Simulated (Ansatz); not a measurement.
The same ligand exchange along the group N, As, Sb.

Isolated molecules relaxed with PBE0-D4/def2-TZVP in Ansatz; ΔE leaves out vibrations. CCSD(T)/CBS adds triple-zeta CCSD(T) − MP2 to the extrapolated MP2 energy (def2 sets, frozen cores). Functionals use def2-TZVPP. B3LYP here is the variant with VWN-RPA as its local correlation; programs differ in this. def2 core potentials past Kr. For As, In, Sb outer-core shells are correlated without core-valence functions, which leaves a few kJ/mol of doubt a bond. Scalar relativity is left out up to krypton. Each species was taken in one conformer, which may not be the lowest.

```
                                                                                       reaction  CCSD(T)/CBS(def2) (kJ/mol)
               `CN(C)[SiH3]` + `[OH][In]([Cl])[Cl]` → `[SiH3][O][In]([Cl])[Cl]` + dimethylamine                           ?
                `C[As](C)[SiH3]` + `[OH][In]([Cl])[Cl]` → `[SiH3][O][In]([Cl])[Cl]` + `C[AsH]C`                         -72
`[CH3][Sb]([CH3])[SiH3]` + `[OH][In]([Cl])[Cl]` → `[SiH3][O][In]([Cl])[Cl]` + `[CH3][SbH][CH3]`                         -65
```

Task: Fill in the missing values. (An estimate is asked.)

Result: Ansatz gave: `CN(C)[SiH3]` + `[OH][In]([Cl])[Cl]` → `[SiH3][O][In]([Cl])[Cl]` + dimethylamine: -56.4 kJ/mol.

Largest T1 diagnostic: 0.014, for `[OH][In]([Cl])[Cl]`.
